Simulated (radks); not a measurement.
Problem. The mean radii <r> (bohr) of the occupied orbitals of an atom or ion are listed with their occupations. Calculated with a radial shooting solver on a logarithmic mesh with Libxc functionals: Dirac Kohn-Sham, PBE, spin-unpolarised, spherical densities, point nucleus.

orbital  occ.      <r>
1s1/2       2  0.01658
2s1/2       2  0.06923
2p1/2       2  0.05692
2p3/2       4  0.06560
3s1/2       2   0.1801
3p1/2       2   0.1704
3p3/2       4   0.1863
3d3/2       4   0.1621
3d5/2       6   0.1670
4s1/2       2   0.3990
4p1/2       2   0.4011
4p3/2       4   0.4353
4d3/2       4   0.4424
4d5/2       6   0.4536
5s1/2       2   0.9008
4f5/2       6   0.4791
4f7/2       8   0.4858
5p1/2       2   0.9686
5p3/2       4    1.062
5d3/2       4    1.361
5d5/2       5    1.406

Name the element and its charge. Open shells, if any, fill j = l - 1/2 first.

Solution. Z = 80, mercury, charge +3: Hg3+ in [Xe] 4f14 5d9. The 1s radius gives Z: for a bare nucleus <r> = (2 gamma + 1)/(2Z) with gamma = sqrt(1 - (Z/c)^2), 0.0164 bohr for Z = 80, and screening makes it slightly larger (0.01658 here). The occupations add up to 77, and the charge is Z minus that.
